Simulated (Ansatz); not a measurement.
Two members of one family (Series SiH3X), computed with Ansatz in the gas phase. The two geometries come from different levels. Binding counts from free atoms in the multiplicity of their measured ground term, without zero-point energy. A dash marks a value that wasn't run or was left out as unsound. The structures are stationary points that may keep the symmetry of their start. Remarks come from the PBE and PBE0 runs and from stability tests at other levels; not every state was tested. HOMO above LUMO (over both spins in singlets and doublets, within one spin in higher multiplets; at PBE or PBE0), or a gap under 0.15 eV within one spin, warns that the state may not be the lowest or that an electron is smeared out.

First: SiEtH3 (singlet, charge 0, r2SCAN-D4/def2-TZVP geometry).

```xyz
11

Si    0.787    0.432    1.163
C    -0.340    0.533   -0.334
C    -0.593   -0.825   -0.994
H     0.104    1.230   -1.055
H    -1.288    0.988   -0.022
H    -1.260   -0.736   -1.856
H     0.339   -1.276   -1.344
H    -1.054   -1.528   -0.295
H     2.087   -0.187    0.786
H     0.165   -0.411    2.221
H     1.053    1.781    1.730
```

```csv
level,HOMO (eV),LUMO (eV),gap (eV),vertical IE (eV),binding per atom (eV)
revPBE-D4/def2-TZVP,-7.22,0.01,7.22,–,3.58
r2SCAN-D4/def2-TZVP,-7.52,0.46,7.98,10.55,3.62
r2SCANh-D4/def2-TZVP,-7.99,0.71,8.70,–,3.61
PBE0-D4/def2-SVP,-8.54,1.23,9.78,–,3.63
PBE0-D4/def2-TZVP,-8.53,0.71,9.24,10.70,3.61
```

Remarks: gap within one spin near zero at PBE or PBE0 (+1 doublet).

Second: Si(OEt)H3 (singlet, charge 0, r2SCAN-D4/def2-SVP geometry).

```
atom   x (Å)   y (Å)   z (Å)
 Si1  -1.457  -0.875   1.203
  O2  -0.491   0.259   0.457
  C3   0.536  -0.082  -0.461
  C4   1.194   1.185  -0.959
  H5   1.286  -0.736   0.029
  H6   0.114  -0.656  -1.312
  H7   1.998   0.952  -1.675
  H8   0.454   1.829  -1.460
  H9   1.625   1.749  -0.118
 H10  -2.393  -0.125   2.080
 H11  -0.639  -1.828   2.021
 H12  -2.226  -1.674   0.196
```

Task: Estimate the same table for the second.

Result: 
```tsv
level	HOMO (eV)	LUMO (eV)	gap (eV)	vertical IE (eV)	binding per atom (eV)
revPBE-D4/def2-TZVP	-6.51	-0.44	6.07	–	3.71
r2SCAN-D4/def2-TZVP	-6.87	-0.10	6.78	9.98	3.75
r2SCANh-D4/def2-TZVP	-7.44	0.19	7.63	–	3.74
PBE0-D4/def2-SVP	-7.95	0.83	8.77	–	3.75
PBE0-D4/def2-TZVP	-8.06	0.32	8.37	10.19	3.74
```
